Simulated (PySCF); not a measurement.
Compounds:

A. SMILES C#CC(F)=C1CC=CC1
B. `InChI=1S/C5H6ClP3/c1-2-4-7-3-8-5(6)9-4/h3H,2H2,1H3`
C. SMILES O=C1C[C@@H](Cl)[C@H]1C(F)(F)F
D. `CC(C(=O)F)=C([SiH3])[SiH3]`
E. SMILES C#C/C(F)=C/C=C/C=C

Spectrum 1. ¹H NMR (400 MHz, computed): δ 6.01 (m, 1H), 6.01 (m, 1H), 3.56 (m, 2H), 3.46 (m, 2H), 3.19 (s, 1H). ¹³C{¹H} NMR (computed): δ 146.3 (C), 142.3 (C), 136.8 (CH), 136.7 (CH), 94.9 (CH), 80.1 (C), 41.9 (CH2), 41.0 (CH2).

Spectrum 2. ¹H NMR (400 MHz, computed): δ 4.47 (s, 3H), 4.44 (s, 3H), 2.37 (s, 3H). ¹³C{¹H} NMR (computed): δ 184.2 (C), 168.4 (C), 153.9 (C), 21.3 (CH3).

Spectrum 3. ¹H NMR (400 MHz, computed): δ 6.90 (m, 1H), 6.73 (m, 1H), 6.43 (m, 1H), 6.16 (m, 1H), 5.67 (m, 1H), 5.61 (m, 1H), 3.17 (s, 1H). ¹³C{¹H} NMR (computed): δ 151.0 (C), 145.7 (CH), 142.5 (CH), 132.7 (CH), 128.8 (CH), 128.2 (CH2), 94.3 (CH), 82.0 (C).

Spectrum 4. ¹H NMR (400 MHz, computed): δ 4.49 (m, 1H), 3.76 (m, 1H), 3.69 (m, 1H), 3.64 (m, 1H). ¹³C{¹H} NMR (computed): δ 199.0 (C), 131.8 (C), 71.3 (CH), 62.2 (CH2), 47.9 (CH).

Spectrum 5. ¹H NMR (400 MHz, computed): δ 10.90 (m, 1H), 3.63 (m, 2H), 1.40 (t, 3H). ¹³C{¹H} NMR (computed): δ 227.2 (C), 219.8 (C), 192.1 (CH), 41.1 (CH2), 31.9 (CH3).

[PySCF 2.14: structure optimised with GFN2-xTB; shielding tensors at PBE0/pcSseg-1 (GIAO); non-relativistic; single conformer; isolated molecule; rapidly exchanging positions averaged]

Scale: ¹H and ¹³C against TMS (reference shieldings calculated alike). Splittings of carbon signals by F and P are missing where no couplings were computed. Where no couplings were computed, multiplicities follow the n + 1 count of equivalent neighbours, and m marks all less simple cases (inequivalent or close neighbours, rings, F or P nearby). Shifts are as computed. Against solution values, carbons near 30 ppm lie about +3 ppm off and those near 130 ppm about +5 ppm; carbons on Cl a further +6 ppm. Of 1211 compounds with measured shifts, 218 miss one by over three times the rms of a fit or turn the order of signals round; such compounds aren't used in these exercises. Carbons bonded to Cl come out too deshielded.

Match each spectrum to its structure.

Results:

1–A, 2–D, 3–E, 4–C, 5–B.

- Spectrum 1 (A): 8 ¹³C signals; δC 146.3 is a fully substituted alkene carbon; δC 142.3 is a fully substituted alkene carbon.
- Spectrum 2 (D): 4 ¹³C signals; δC 184.2 is a β carbon of a C=C–C=O unit; δC 153.9 is an α carbon of a C=C–C=O unit.
- Spectrum 3 (E): 8 ¹³C signals; δC 151.0 is a fully substituted alkene carbon; δC 145.7 is an alkene CH.
- Spectrum 4 (C): 5 ¹³C signals; δC 199.0 is a ketone carbonyl carbon; δC 131.8 is a CF3 carbon.
- Spectrum 5 (B): 5 ¹³C signals; δC 41.1 is an sp3 CH2 on an aromatic ring; δC 31.9 is a methyl carbon.
